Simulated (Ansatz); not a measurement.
Ansatz (a quantum-chemistry and plane-wave program) input (PBE0/def2-TZVPD):

Ansatz 0.2 input:
```yaml
crystal:
  periodic: [false, false, false]
  atoms:
    - {symbol: Al, position_ang: [-0.15526539, -0.72569440, -0.28210757]}
    - {symbol: C, position_ang: [0.39017292, 1.03799155, 0.41475884]}
    - {symbol: H, position_ang: [-0.08535335, 1.20433579, 1.38767278]}
    - {symbol: H, position_ang: [0.02484031, 1.82089132, -0.25900463]}
    - {symbol: H, position_ang: [1.46645436, 1.16248934, 0.53339726]}
    - {symbol: H, position_ang: [-1.72852874, -0.98163855, -0.48322008]}
basis:
  gaussian:
    orbitals: def2-TZVPD
hamiltonian:
  xc: {name: PBE0}
total_charge: 1
magnetization: {spin_polarized: true, initial_magnetization: 2}
```

End of the output:

```
integrals: 0.03 GiB planned
672 factors; their error is unknown
mean field: 0.40 GiB planned
mean field evaluation 1: about -7666.2753 eV, gradient 5.7e1 eV
mean field evaluation 2: about -7601.3723 eV, gradient 9.4e1 eV
mean field evaluation 4: about -7683.1569 eV, gradient 7.7e0 eV
mean field evaluation 8: about -7683.6410 eV, gradient 2.2e-1 eV
mean field evaluation 16: about -7683.6458 eV, gradient 2.3e-4 eV
mean field -7683.64576108 eV, -282.3687735576 hartree, gradient 6.2e-5 eV, S^2 2.014341; 0 other end points of the search recorded, 0 dependent functions left out
reference -7683.64578935 eV, -282.3687745963 hartree; 12, 10 occupied and 104, 106 virtual orbitals, 672 factors
Total energy: -7683.64578935 eV, -282.3687745963 hartree
```

This state (charge 1, triplet) is run at the relaxed geometry of the species with charge 0 and multiplicity 2.
